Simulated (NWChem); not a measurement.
System: MoN$_{2}$H$_{3}$OCl; SMILES [NH]=[Mo](=[NH])([OH])[Cl]

Input file for NWChem:

```
start job
memory heap 200 mb stack 900 mb global 1100 mb
geometry units angstroms noautoz
  Mo     0.050727    -0.139863    -0.000157
  N     -0.804153    -0.677292     1.386193
  H     -1.584672    -1.108289     1.877404
  N     -0.808694    -0.676575    -1.384179
  H     -1.590216    -1.107366    -1.874426
  Cl     0.042191     2.159892     0.000585
  O      1.759122    -0.899459    -0.002883
  H      2.049004    -1.816667    -0.001454
end
basis spherical
  * library def2-svp
end
ecp
  Mo library def2-ecp
end
dft
  xc b3lyp
  grid xfine
  iterations 150
  mulliken
end
task dft gradient
```

Excerpt of the output:

```
             Northwest Computational Chemistry Package (NWChem) 7.3.0
             --------------------------------------------------------

 CS  symmetry detected

                             Geometry "geometry" -> ""
                             -------------------------

 Output coordinates in angstroms (scale by  1.889725989 to convert to a.u.)

  No.       Tag          Charge          X              Y              Z
 ---- ---------------- ---------- -------------- -------------- --------------
    1 Mo                  42.0000    -0.02327903    -0.25953795     0.00000000
    2 N                    7.0000    -0.91981962    -0.72790452     1.38518710
    3 H                    1.0000    -1.73215668    -1.09637617     1.87591630
    4 N                    7.0000    -0.91981962    -0.72790452    -1.38518710
    5 H                    1.0000    -1.73215668    -1.09637617    -1.87591630
    6 Cl                  17.0000     0.14812766     2.03383647     0.00000000
    7 O                    8.0000     1.62045558    -1.15045957     0.00000000
    8 H                    1.0000     1.83769231    -2.08753406     0.00000000

 Effective nuclear repulsion energy (a.u.)     579.6959445450

      Symmetry information
      --------------------

 Group name             Cs
 Group number              2
 Group order               2
 No. of unique centers     6

                                 NWChem DFT Module
                                 -----------------

 Summary of "ao basis" -> "ao basis" (spherical)
 ------------------------------------------------------------------------------
       Tag                 Description            Shells   Functions and Types
 ---------------- ------------------------------  ------  ---------------------
 Mo                         def2-svp                11       31   5s3p2d1f
 N                          def2-svp                 6       14   3s2p1d
 H                          def2-svp                 3        5   2s1p
 Cl                         def2-svp                 8       18   4s3p1d
 O                          def2-svp                 6       14   3s2p1d

      Symmetry analysis of basis
      --------------------------

        a'         67
        a"         39

            General Information
            -------------------
          SCF calculation type: DFT
          Wavefunction type:  closed shell.
          No. of atoms     :     8
          No. of electrons :    56
           Alpha electrons :    28
            Beta electrons :    28
          Charge           :     0
          Spin multiplicity:     1
          Use of symmetry is: on ; symmetry adaption is: on
          Maximum number of iterations: 150
          AO basis - number of functions:   106
                     number of shells:    46
          Convergence on energy requested:  1.00D-06
          Convergence on density requested:  1.00D-05
          Convergence on gradient requested:  5.00D-04

              XC Information
              --------------
                         B3LYP Method XC Potential
                     Hartree-Fock (Exact) Exchange  0.200
                        Slater Exchange Functional  0.800 local
                    Becke 1988 Exchange Functional  0.720 non-local
              Lee-Yang-Parr Correlation Functional  0.810
                  VWN I RPA Correlation Functional  0.190 local

             Grid Information
             ----------------
          Grid used for XC integration:  xfine
          Radial quadrature: Mura-Knowles
          Angular quadrature: Lebedev.
          Tag              B.-S. Rad. Rad. Pts. Rad. Cut. Ang. Pts.
          ---              ---------- --------- --------- ---------
          Mo                  1.45      205          10.0      1454
          N                   0.65      100          10.0      1454
          H                   0.35      100          11.0      1202
          Cl                  1.00      125          12.0      1454
          O                   0.60      100          11.0      1454
          Grid pruning is: on
          Number of quadrature shells:   730
          Spatial weights used:  Erf1

      Superposition of Atomic Density Guess
      -------------------------------------

 Sum of atomic energies:        -721.29286121

      Non-variational initial energy
      ------------------------------

 Total energy =    -712.239793
 1-e energy   =   -1536.381385
 2-e energy   =     555.084629
 HOMO         =      -0.363238
 LUMO         =      -0.037358

      Symmetry analysis of molecular orbitals - initial
      -------------------------------------------------

  Numbering of irreducible representations:

     1 a'          2 a"

  Orbital symmetries:

     1 a'          2 a'          3 a'          4 a"          5 a'
     6 a'          7 a"          8 a'          9 a'         10 a"
    11 a'         12 a'         13 a'         14 a'         15 a"
    16 a'         17 a'         18 a'         19 a"         20 a'
    21 a"         22 a'         23 a"         24 a'         25 a'
    26 a"         27 a'         28 a"         29 a'         30 a"
    31 a'         32 a'         33 a'         34 a"         35 a'
    36 a"         37 a'         38 a'

     ---------------------------------------------
      Total Density - Mulliken Population Analysis
     ---------------------------------------------

    Atom       Charge   Shell Charges
 -----------   ------   -------------------------------------------------------
    1 Mo  14    11.51  -0.39  1.55  0.87  0.25  0.05  5.95  0.32  0.15  2.27  0.41  0.08
    2 N    7     8.01   1.99  1.10  0.58  2.62  1.71  0.01
    3 H    1     0.75   0.58  0.12  0.04
    4 N    7     8.01   1.99  1.10  0.58  2.62  1.71  0.01
    5 H    1     0.75   0.58  0.12  0.04
    6 Cl  17    17.47   2.00  1.99  1.23  0.72  5.94  2.18  3.40  0.01
    7 O    8     8.87   1.99  1.10  0.67  3.11  1.99  0.00
    8 H    1     0.63   0.52  0.06  0.06

   convergence    iter        energy       DeltaE   RMS-Dens  Diis-err
 ---------------- ----- ----------------- --------- --------- ---------
 d= 0,ls=0.0,diis     1   -714.4361742108 -9.83D+02  4.00D-02  2.95D+00
 d= 0,ls=0.0,diis     2   -709.9911341993  4.45D+00  3.30D-02  3.83D+01
 d= 0,ls=0.0,diis     3   -714.7470309804 -4.76D+00  5.98D-03  4.23D-01
 d= 0,ls=0.0,diis     4   -714.7623490604 -1.53D-02  2.69D-03  3.05D-01
 d= 0,ls=0.0,diis     5   -714.7937490034 -3.14D-02  6.14D-04  5.05D-03
  Resetting Diis
 d= 0,ls=0.0,diis     6   -714.7943749621 -6.26D-04  1.72D-04  3.75D-04
 d= 0,ls=0.0,diis     7   -714.7944134321 -3.85D-05  1.66D-04  7.25D-05
 d= 0,ls=0.0,diis     8   -714.7943823767  3.11D-05  1.14D-04  3.34D-04
 d= 0,ls=0.0,diis     9   -714.7944180617 -3.57D-05  3.40D-05  4.27D-05
 d= 0,ls=0.0,diis    10   -714.7944229695 -4.91D-06  2.55D-06  7.63D-08
 d= 0,ls=0.0,diis    11   -714.7944229768 -7.33D-09  1.04D-06  2.26D-08

         Total DFT energy =     -714.794422976832
      One electron energy =    -1541.688329025965
           Coulomb energy =      617.418689643831
    Exchange-Corr. energy =      -59.581746043091
 Nuclear repulsion energy =      269.056962448393

 Numeric. integr. density =       56.000000053910

                  Occupations of the irreducible representations
                  ----------------------------------------------

                     irrep           alpha         beta
                     --------     --------     --------
                     a'               19.0         19.0
                     a"                9.0          9.0

                       DFT Final Molecular Orbital Analysis
                       ------------------------------------

 Vector   26  Occ=2.000000D+00  E=-2.968578D-01  Symmetry=a'
              MO Center= -3.2D-01,  5.0D-01, -3.5D-13, r^2= 4.1D+00
   Bfn.  Coefficient  Atom+Function         Bfn.  Coefficient  Atom+Function
  ----- ------------  ---------------      ----- ------------  ---------------
    80      0.400439  6 Cl px                77      0.295728  6 Cl px
    36     -0.257236  2 N  py                55     -0.257236  4 N  py
    81     -0.200363  6 Cl py                39      0.198399  2 N  py
    58      0.198399  4 N  py                74      0.171767  6 Cl px
     7     -0.162440  1 Mo py                19      0.150560  1 Mo d  2

 Vector   27  Occ=2.000000D+00  E=-2.905420D-01  Symmetry=a"
              MO Center=  9.5D-02,  9.3D-02,  3.0D-13, r^2= 4.4D+00
   Bfn.  Coefficient  Atom+Function         Bfn.  Coefficient  Atom+Function
  ----- ------------  ---------------      ----- ------------  ---------------
    82      0.379174  6 Cl pz                93     -0.325851  7 O  pz
    79      0.283959  6 Cl pz                96     -0.250235  7 O  pz
    36      0.206510  2 N  py                55     -0.206510  4 N  py
    39     -0.167937  2 N  py                58      0.167937  4 N  py
    16     -0.164371  1 Mo d -1              76      0.164293  6 Cl pz

 Vector   28  Occ=2.000000D+00  E=-2.759112D-01  Symmetry=a"
              MO Center= -5.0D-01, -1.8D-01,  1.3D-13, r^2= 4.0D+00
   Bfn.  Coefficient  Atom+Function         Bfn.  Coefficient  Atom+Function
  ----- ------------  ---------------      ----- ------------  ---------------
    82      0.296587  6 Cl pz                37      0.260845  2 N  pz
    56      0.260845  4 N  pz                35      0.219111  2 N  px
    54     -0.219111  4 N  px                79      0.213075  6 Cl pz
    40     -0.205836  2 N  pz                59     -0.205836  4 N  pz
    38     -0.165496  2 N  px                57      0.165496  4 N  px

 Vector   29  Occ=0.000000D+00  E=-7.388898D-02  Symmetry=a'
              MO Center=  3.5D-02, -2.2D-01, -1.8D-14, r^2= 2.6D+00
   Bfn.  Coefficient  Atom+Function         Bfn.  Coefficient  Atom+Function
  ----- ------------  ---------------      ----- ------------  ---------------
    19      0.551437  1 Mo d  2              15      0.526304  1 Mo d -2
    80     -0.219042  6 Cl px                40      0.192522  2 N  pz
    59     -0.192522  4 N  pz                 6     -0.186955  1 Mo px
    91     -0.180245  7 O  px                94     -0.179924  7 O  px
    37     -0.177030  2 N  pz                56      0.177030  4 N  pz

 Vector   30  Occ=0.000000D+00  E=-4.978886D-02  Symmetry=a"
              MO Center= -3.1D-01, -3.5D-01,  7.1D-13, r^2= 2.3D+00
   Bfn.  Coefficient  Atom+Function         Bfn.  Coefficient  Atom+Function
  ----- ------------  ---------------      ----- ------------  ---------------
    16      0.754061  1 Mo d -1              39     -0.298198  2 N  py
    58      0.298198  4 N  py                18      0.280851  1 Mo d  1
    36      0.261016  2 N  py                55     -0.261016  4 N  py
    82     -0.172197  6 Cl pz                21      0.163468  1 Mo d -1
    93      0.123512  7 O  pz                96      0.111059  7 O  pz

 Vector   31  Occ=0.000000D+00  E=-4.408692D-02  Symmetry=a'
              MO Center= -3.3D-01, -1.6D-01, -6.6D-13, r^2= 3.1D+00
   Bfn.  Coefficient  Atom+Function         Bfn.  Coefficient  Atom+Function
  ----- ------------  ---------------      ----- ------------  ---------------
    17      0.559587  1 Mo d  0              19      0.452866  1 Mo d  2
    81     -0.356541  6 Cl py                15     -0.329994  1 Mo d -2
    73      0.283488  6 Cl s                 34     -0.255447  2 N  s
    53     -0.255447  4 N  s                 47      0.201798  3 H  s
    66      0.201798  5 H  s                 39     -0.196397  2 N  py

     ---------------------------------------------
      Total Density - Mulliken Population Analysis
     ---------------------------------------------

    Atom       Charge   Shell Charges
 -----------   ------   -------------------------------------------------------
    1 Mo  14    13.22  -0.40  1.65  0.80  0.24  0.00  6.00  0.49  0.25  3.54  0.56  0.08
    2 N    7     7.32   1.99  1.04  0.57  2.34  1.37  0.01
    3 H    1     0.85   0.71  0.10  0.04
    4 N    7     7.32   1.99  1.04  0.57  2.34  1.37  0.01
    5 H    1     0.85   0.71  0.10  0.04
    6 Cl  17    17.23   2.00  1.98  1.28  0.68  5.93  2.15  3.19  0.02
    7 O    8     8.43   1.99  1.07  0.69  2.88  1.79  0.01
    8 H    1     0.78   0.67  0.05  0.07

     -------------------------------------------
      Total Density - Lowdin Population Analysis
     -------------------------------------------

    Atom       Charge   Shell Charges
 -----------   ------   -------------------------------------------------------
    1 Mo  14    14.14   0.00  0.98  0.91  0.32  0.12  5.63  0.99  0.40  3.24  1.42  0.13
    2 N    7     7.07   1.97  0.80  0.47  2.18  1.61  0.03
    3 H    1     0.91   0.58  0.20  0.13
    4 N    7     7.07   1.97  0.80  0.47  2.18  1.61  0.03
    5 H    1     0.91   0.58  0.20  0.13
    6 Cl  17    16.89   2.00  1.96  1.03  0.74  5.82  2.27  3.07  0.02
    7 O    8     8.13   1.97  0.88  0.58  2.73  1.96  0.01
    8 H    1     0.89   0.54  0.16  0.18

     Multipole analysis of the density
     ---------------------------------

     L   x y z        total         alpha         beta         nuclear
     -   - - -        -----         -----         ----         -------
     0   0 0 0      0.000000    -28.000000    -28.000000     56.000000

     1   1 0 0     -0.644728     -0.938238     -0.938238      1.231748
     1   0 1 0     -1.420155     -7.576456     -7.576456     13.732757
     1   0 0 1      0.000000      0.000000      0.000000     -0.000000

     2   2 0 0    -35.151251    -93.657879    -93.657879    152.164508
     2   1 1 0      0.246195      0.788208      0.788208     -1.330222
     2   1 0 1      0.000000      0.000000      0.000000     -0.000000
     2   0 2 0    -36.799314   -189.867078   -189.867078    342.934841
     2   0 1 1     -0.000000     -0.000000     -0.000000      0.000000
     2   0 0 2    -37.940217    -79.500595    -79.500595    121.060973

            General Information
            -------------------
          SCF calculation type: DFT
          Wavefunction type:  closed shell.
          No. of atoms     :     8
          No. of electrons :    56
           Alpha electrons :    28
            Beta electrons :    28
          Charge           :     0
          Spin multiplicity:     1
          Use of symmetry is: on ; symmetry adaption is: on
          Maximum number of iterations: 150
          AO basis - number of functions:   106
                     number of shells:    46
          Convergence on energy requested:  1.00D-06
          Convergence on density requested:  1.00D-05
          Convergence on gradient requested:  5.00D-04

              XC Information
              --------------
                         B3LYP Method XC Potential
                     Hartree-Fock (Exact) Exchange  0.200
                        Slater Exchange Functional  0.800 local
                    Becke 1988 Exchange Functional  0.720 non-local
              Lee-Yang-Parr Correlation Functional  0.810
                  VWN I RPA Correlation Functional  0.190 local

[...]

                         DFT ENERGY GRADIENTS

    atom               coordinates                        gradient
                 x          y          z           x          y          z
   1 Mo     -0.043991  -0.490456   0.000000   -0.006583  -0.006103   0.000000
   2 N      -1.738207  -1.375540   2.617624    0.006353   0.003398  -0.011222
   3 H      -3.273301  -2.071851   3.544968    0.001055   0.000510  -0.000774
   4 N      -1.738207  -1.375540  -2.617624    0.006353   0.003398   0.011222
   5 H      -3.273301  -2.071851  -3.544968    0.001055   0.000510   0.000774
   6 Cl      0.279921   3.843394   0.000000   -0.000838  -0.005499   0.000000
   7 O       3.062217  -2.174053   0.000000   -0.006179   0.000841   0.000000
   8 H       3.472735  -3.944867   0.000000   -0.001214   0.002946   0.000000
```

Level: B3LYP/def2-SVP with def2 effective core potentials on Mo. Coordinates come from a PBE0/def2-SVP optimisation. No frequency run checked for a minimum. def2 effective core potentials on Mo; no spin-orbit coupling.
